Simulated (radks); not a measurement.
Q: Neutral caesium, [Xe] 6s1. Calculated with a radial shooting solver on a logarithmic mesh with Libxc functionals: non-relativistic Kohn-Sham, LDA (Slater exchange, Perdew-Wang correlation), spin-polarised, spherical densities, point nucleus. Every spin shell is full or empty, so the densities are truly spherical. Functionals are evaluated on that one density, not self-consistently. Rank these orbital-free kinetic functionals by their error against the exact value of the orbitals, and give that value: Thomas-Fermi, von Weizsacker, TF + vW, LC94, revAPBEK, Perdew 92, Thakkar, LKT, PG1, Ernzerhof.

A: Exact: 7546.74 hartree. From best to worst, with 100 (|E| - |E exact|)/|E exact| (equal figures are ties): LC94 +0.04, revAPBEK +0.25, Ernzerhof -0.44, Thakkar -0.63, Perdew 92 -0.69, Thomas-Fermi -5.17, PG1 +14.46, LKT +18.44, TF + vW +35.07, von Weizsacker -59.76.
